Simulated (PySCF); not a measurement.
Compound: C2H4BBrCl2.
Atom-mapped SMILES: `[Cl:1][B:2]([Cl:3])[CH2:4][CH2:5][Br:6]` (hydrogens: H7, H8 on C4; H9, H10 on C5)

Method used: PBE0-D3(BJ)/def2-SVP geometry optimisation, gas phase (PySCF 2.14.0).

(1) List the bond lengths, angles and torsions at this level.

## Answers

(1) 
| bond | length (Å) | order |
| --- | --- | --- |
| Cl1–B2, B2–Cl3 | 1.752 | single |
| B2–C4 | 1.566 | single |
| C4–C5 | 1.511 | single |
| C5–Br6 | 1.947 | single |
| C4–H7, C4–H8 | 1.105 | single |
| C5–H9, C5–H10 | 1.097 | single |

Bonds in one row agree within 0.01 Å and their mean is given. Orders are formal, as drawn. A selection of angles:
| angle | degrees |
| --- | --- |
| Cl1–B2–Cl3 | 118.2 |
| Cl1–B2–C4 | 122.1 |
| Cl3–B2–C4 | 119.7 |
| B2–C4–C5 | 116.0 |
| B2–C4–H7 | 106.9 |
| C5–C4–H7 | 110.7 |
| H7–C4–H8 | 104.2 |
| C4–C5–Br6 | 112.1 |
| C4–C5–H9 | 112.2 |
| Br6–C5–H9 | 105.9 |
| H9–C5–H10 | 108.2 |

Torsions: Cl1–B2–C4–C5 -1° (synperiplanar); B2–C4–C5–Br6 179° (antiperiplanar).

The 6 heavy atoms lie in one plane (0.007 Å rms). B2 (three-coordinate boron) is planar (angles 122.1°, 119.7° and 118.2°, sum 360.0°, 0.00 Å off the plane of its three neighbours). Of the pairs four or more bonds apart, Cl1···H10 is among the closest relative to their van der Waals radii: 3.05 Å, 103 % of the sum of Bondi's values.

Point group: Cs (tolerance 0.08 Å). No PBE0-D3(BJ)/def2-SVP frequencies stand behind this structure, so it isn't proved a minimum. The numbers are those of one conformer.
